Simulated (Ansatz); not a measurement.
System: hydroxysilane, sum formula H4SiO, net charge 0, singlet state. 
Structure (B3LYP-D3(BJ)/def2-TZVP (Ansatz, a first-principles code) minimum search):
```xyz
6

Si    -0.5134    -0.0066    -0.1436
O      1.0508     0.0053     0.3904
H     -0.7688    -1.1431    -1.0634
H     -1.3498    -0.1404     1.0649
H     -0.8566     1.2474    -0.8595
H      1.7563     0.0863    -0.2554
```
Charge 0, spin multiplicity 1.

Basis-set convergence of Hartree-Fock and CCSD correlation energies (hartree) with Ansatz. Correlated levels leave the core frozen unless marked. No spin-orbit coupling. Non-relativistic.

| basis | functions | E(HF) | E(corr, CCSD) |
|---|---|---|---|
| aug-cc-pV(D+d)Z | 91 | -366.17601 | -0.34468 |
| aug-cc-pV(T+d)Z | 193 | -366.21352 | -0.40842 |
| aug-cc-pV(Q+d)Z | 353 | -366.22265 | -0.42958 |

Extrapolating the two largest sets (X = 3 and 4) as X^-3: E(corr) = (64·(-0.42958) - 27·(-0.40842))/37 = -0.4450 Eh, an estimate of the basis-set limit. The largest set recovers 96.5 % of it, the smallest 77.5 %.
